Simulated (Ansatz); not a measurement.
Saddle point of SnH$_{6}$S, closed shell (SnH₄ + H₂S → SnH₄S ([SH][SnH3]) + H₂; bonds formed: Sn1–S7, H2–H6; bonds broken: Sn1–H2, H6–S7), PBE0-D4/def2-TZVP structure:

Sn1  (-0.834, -0.311, -0.256)
H2  (0.586, -0.965, 0.992)
H3  (-0.551, -1.268, -1.628)
H4  (-1.885, -1.102, 0.860)
H5  (-1.527, 1.229, -0.508)
H6  (1.201, -0.327, 0.555)
S7  (1.661, 0.930, -0.490)
H8  (1.350, 1.813, 0.475)
(Å)

Energies are electronic, without zero-point energy. Barriers and step energies count from the start structure reached by relaxing down the imaginary mode; all methods use the PBE0-D4 structures, on which another method's saddle can fall below an end. Ansatz 0.2.0; basis: def2-TZVPP, with def2-QZVPP for the basis limit; cores frozen in the correlated methods. Filled d shells of the heavier atoms are correlated. Core potentials replace the inner electrons of the atoms past krypton. The def2 sets are not built for correlating such inner shells, so the correlated values are less sure here. B3LYP uses VWN-RPA correlation. Extrapolation: Hartree–Fock as exp(−7.88 √X), correlation as X^−2.97.

```tsv
method	barrier (kcal/mol)	step energy (kcal/mol)
SPW92	29.72	-6.17
PBE-D4	?	-8.79
BLYP-D4	36.96	-8.79
r2SCAN-D4	37.01	-8.78
B97M-V	40.18	-6.01
PBE0-D4	38.75	-8.09
B3LYP-D4	40.99	-8.04
r2SCAN0-D4	?	-8.16
BHLYP-D4	46.63	-7.36
CAM-B3LYP-D4	45.18	-6.34
wB97X-V	45.79	-7.14
wB97M-V	44.68	-7.27
B2PLYP	43.79	-7.97
PBE-QIDH	43.32	-8.14
RPA on PBE	46.07	-6.12
HF	59.02	-5.47
MP2	?	-9.26
CCSD	49.14	-6.12
CCSD(T)	46.13	-6.95
```

Task: Fill in the withheld barriers. (To be estimated.)

Result: Computed: MP2 44.90; PBE-D4 33.67; r2SCAN0-D4 40.85 kcal/mol. Each is the energy of the saddle less that of the start structure, by the same method.

For comparison, the barrier by CCSD(T) at an estimated basis limit (MP2 extrapolated from triple and quadruple zeta, plus CCSD(T) − MP2 in triple zeta) is 42.81 kcal/mol.

The T1 diagnostic stays at or below 0.016.

Labels in which every atom is bracketed show which atoms are joined, not bond orders.

For scale, one of the runs: CCSD(T)/def2-TZVPP, 176 basis functions, launched by `ansatz run in.yaml --threads 2 --pin off --events-out ev --progress --plain --max-ram 4352MiB`. Time: 19 s of wall clock on 2 CPU threads of an Intel Xeon 6975P-C; the host was shared. Peak host memory: 1.8 GiB.
